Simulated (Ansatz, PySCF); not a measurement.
3-silylprop-2-yn-1-amine (C3H7NSi), SMILES NCC#C[SiH3]. Atoms are numbered in the order given.

```xyz
12

N     -2.7453     0.9749     0.2263
C     -2.1168    -0.3084    -0.0232
C     -0.6504    -0.3041    -0.0460
C      0.5685    -0.2466    -0.0548
Si     2.3939    -0.1757    -0.0716
H     -2.4504     1.6464    -0.4804
H     -2.4246     1.3483     1.1179
H     -2.4564    -1.0296     0.7399
H     -2.4841    -0.7080    -0.9840
H      2.9101     0.0610     1.3091
H      2.9473    -1.4641    -0.5834
H      2.8528     0.9361    -0.9563
```
Charge 0, spin multiplicity 1.

Geometry: PBE0-D3(BJ)/def2-SVP. The values are those of a single conformer.

Vertical ionisation energy (IE) and electron affinity (EA) in eV. Rows of orbital energies are one-electron estimates. Where ΔSCF, EOM or ADC give a negative EA the extra electron is unbound and the value depends on the basis.

| level | IE | EA |
|---|---|---|
| −ε(HOMO), −ε(LUMO), PBE0/def2-TZVP (PySCF) | 7.37 | 0.11 |
| −ε(HOMO), −ε(LUMO), PBE/def2-TZVP (PySCF) | 5.92 | 1.03 |
| ΔSCF, CAM-B3LYP/def2-SVPD (Ansatz), final states of multiplicity 2 and 2 | 9.67 | -1.47 |
| ΔSCF, PBE/def2-SVPD (Ansatz), final states of multiplicity 2 and 2 | 9.04 | -1.14 |

What vertical singlet–triplet gap does ΔSCF give with CAM-B3LYP/def2-SVPD (Ansatz, a program for electronic structure) and with PBE/def2-SVPD (Ansatz)? (An estimate is asked for; the answer gives what the named calculation found.)

5.06 and 4.79 eV (triplet above singlet where positive).
